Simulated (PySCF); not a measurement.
# Excitation energy of Sr by level of theory

Sr [Kr] 5s2 (1S) → Sr [Kr] 5s1 6s1 (3S), as a difference of total energies. Computed with PySCF 2.14 in x2c-TZVPPall with one added diffuse shell each of s, p, d, f type (9s7p7d3f1g, 95 functions), with scalar relativity by spin-free X2C-1e. Correlated levels: valence: [Kr] frozen. The calculations carry no spin-orbit coupling.

| method | excitation energy (cm⁻¹) | error (cm⁻¹) |
| --- | --- | --- |
| UHF | 22777 | -6262 |
| MP2 (valence) | 26369 | -2670 |
| SCS-MP2 (valence) | 27487 | -1552 |
| CCSD (valence) | 27414 | -1625 |

Reference: 29039 cm⁻¹ (measured; NIST levels).

Errors of the correlated levels include the incompleteness of this basis and the frozen core.

With two correlated electrons CCSD is exact in that space.
